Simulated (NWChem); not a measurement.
Molecule: CH₄F₂Si; SMILES FC[SiH2]F

```xyz
8

F      0.5594    -1.8057     0.2495
C     -0.3513    -1.0711    -0.4777
Si    -0.4978     0.6872     0.1913
F      0.8605     1.5170    -0.1394
H     -0.0488    -1.0610    -1.5411
H     -1.3408    -1.5654    -0.4317
H     -0.6801     0.6642     1.6666
H     -1.6331     1.3655    -0.4963
```
Atoms are numbered in this order, from 1.

All runs: NWChem. Structure relaxed at the PBE0/def2-SVP level.

For level PBE0/aug-cc-pVDZ:

```
Item                         Value
---------------------------  -----
highest occupied level (eV)  -8.89
orbital gap (eV)              8.66
```

Problem. Estimate the same quantities for level PBE0/cc-pVDZ.

Solution. The highest occupied level (eV) is -8.61 and the orbital gap (eV) is 9.14.
